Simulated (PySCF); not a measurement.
# One molecule, a ladder of functionals, a line

Molecule: `InChI=1S/C2H.Al.H3N.2H/c1-2;;;;/h1H;;1H3;;`.

Geometry:
```
atom   x (Å)   y (Å)   z (Å)
  C1   2.569  -0.434  -0.132
  C2   1.512   0.137   0.096
 Al3  -0.202   1.003   0.432
  N4  -1.371  -0.539  -0.276
  H5   3.508  -0.922  -0.326
  H6  -0.682   1.067   1.957
  H7  -0.617   2.177  -0.572
  H8  -2.374  -0.356  -0.215
  H9  -1.147  -0.728  -1.254
 H10  -1.177  -1.395   0.246
```

GIAO shieldings (ppm, equivalent atoms averaged) in PySCF on the PBE0-D3(BJ)/def2-SVP geometry, basis pcSseg-2, gas phase, non-relativistic:

```tsv
functional	exact exchange (%)	σ(Al3)
BLYP	0	423.3
BP86	0	427.7
PBE	0	426.6
B3LYP	20	434.2
PBE0	25	440.9
mPW1PW91	25	441.7
HF	100	480.0
```

(1) Fit each shielding as a line in the percentage of exact exchange.

(2) What does the line predict for BHandHLYP (50 %), and what does the run give?

Answers

(1) σ(Al3) = 426.0 + 0.54 x (rms 1.9 ppm). The functionals also differ in their semilocal parts, which the line can't hold; Hartree–Fock has no correlation at all.

(2) σ(Al3): 453.0 predicted, 450.0 computed ppm.
